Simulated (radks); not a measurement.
Values are calculated unless marked as measured or tabulated.
The potassium ion K+ inside a hard spherical wall (all orbitals vanish at R), configuration held at [Ar] and not refilled when levels cross. Level of theory: non-relativistic Kohn-Sham, PBEsol, spin-polarised, spherical densities, point nucleus (a radial shooting solver on a logarithmic mesh with Libxc functionals). Eigenvalues in eV for spin up, with the zero of energy where the potential of the charges vanishes at infinity; a dash marks a level that is unbound or too diffuse for the functional's potential to be trusted. A positive occupied level is held by the wall or, in an anion where self-interaction has pushed it up, behind a barrier. The pressure on the wall is -dE/dV.

R (bohr)  E (hartree)  kinetic (hartree)    e(2s)    e(2p)    e(3s)    e(3p)  e(4s, empty)  e(3d, empty)  pressure (GPa)
free       -598.75598            598.038  -356.05  -285.81  -41.012  -24.842             -             -               0
10         -598.75598            598.038  -356.05  -285.81  -41.012  -24.842        -6.005        -3.751        < 0.0001
8          -598.75597            598.038  -356.05  -285.81  -41.012  -24.842        -5.816        -3.663        0.000160
7          -598.75595            598.038  -356.05  -285.81  -41.010  -24.840        -5.472        -3.537         0.00257
6          -598.75572            598.041  -356.04  -285.79  -40.999  -24.829        -4.591        -3.266          0.0416
5          -598.75298            598.071  -355.91  -285.66  -40.906  -24.732        -2.237        -2.628           0.680
4          -598.72285            598.319  -354.99  -284.74  -40.275  -24.048         4.639        -0.820            11.6
2.5        -597.52131            604.416  -340.12  -269.55  -29.574  -11.919        62.377        15.701            1140
2          -594.39106            616.243  -319.30  -248.10  -10.836    8.782        140.90        38.285            6620
